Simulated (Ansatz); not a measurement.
Relaxation of CH₁₀N₂Si₂ (15 atoms, charge 0, multiplicity 1), to a largest force component of 0.02 eV/Å in at most 50 steps.

The calculation used RKS PBE-D4/def2-SVP (Ansatz 0.2.0).

```xyz
15
Properties=species:S:1:pos:R:3
N -1.137 1.784 1.827
C -0.927 0.970 0.652
Si 0.408 -0.251 0.986
Si 0.765 -1.575 -0.884
N 1.048 -0.743 -2.332
H -0.368 2.424 2.013
H -1.912 2.482 1.600
H -0.623 1.622 -0.209
H -1.842 0.457 0.443
H 0.115 -1.108 2.199
H 1.698 0.477 1.323
H 1.807 -2.556 -0.695
H -0.607 -2.293 -1.200
H 1.358 -1.384 -2.995
H 0.192 -0.356 -2.700
```

Question: Where does it end, and by what steps?

Answer: The forces met the threshold. The force dipped under the threshold on the way, but the program's further checks kept it going. After 9 steps the energy has fallen by 0.642 eV; H15 moved furthest, 0.54 Å.

```tsv
step	energy less start (eV)	largest force component (eV/Å)	accepted
0	0.0000	2.401	yes
1	-0.5232	0.787	yes
2	-0.6091	0.490	yes
3	-0.6308	0.156	yes
4	-0.6377	0.077	yes
5	-0.6399	0.032	yes
6	-0.6413	0.047	yes
7	-0.6417	0.022	yes
8	-0.6420	0.013	yes
9	-0.6422	0.019	yes
```

```xyz
15
Properties=species:S:1:pos:R:3
N -1.090 1.909 1.757
C -0.975 0.970 0.643
Si 0.392 -0.324 0.986
Si 0.679 -1.727 -0.883
N 1.050 -0.689 -2.253
H -0.231 2.469 1.837
H -1.849 2.583 1.591
H -0.795 1.425 -0.370
H -1.925 0.399 0.546
H 0.041 -1.132 2.209
H 1.681 0.412 1.268
H 1.847 -2.662 -0.702
H -0.549 -2.614 -1.019
H 1.309 -1.142 -3.134
H 0.394 0.072 -2.448
```

Whether the end is a true minimum wasn't checked by a vibrational analysis.

The run took 26 s on 2 threads of AMD EPYC 7R43 64-Core Processor (Zen 3), on a shared host, peak memory 0.19 GiB.
